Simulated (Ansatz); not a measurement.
B2O3 (`O=BOB=O`) at its PBE0-D4/def2-TZVP geometry, where that method's forces vanish. Total charge 0; spin multiplicity 1.

```xyz
5

O     0.3270    0.3643   -2.3683
B     0.1285    0.3881   -1.1804
O    -0.0974    0.4649    0.1199
B    -0.1499   -0.2858    1.2068
O    -0.2082   -0.9315    2.2220
```

**Question.** What forces (eV/Å) does B3LYP-D4/def2-TZVPP give on these atoms in Ansatz 0.2.0? (Estimate.)

**Answer.** Computed: 
```
O1   0.021 -0.007 -0.121
B2  -0.002  0.029 -0.017
O3  -0.007  0.032  0.008
B4  -0.007  0.016  0.029
O5  -0.005 -0.070  0.101
```

B3LYP here is the variant with VWN-RPA as its local correlation; programs differ in this.
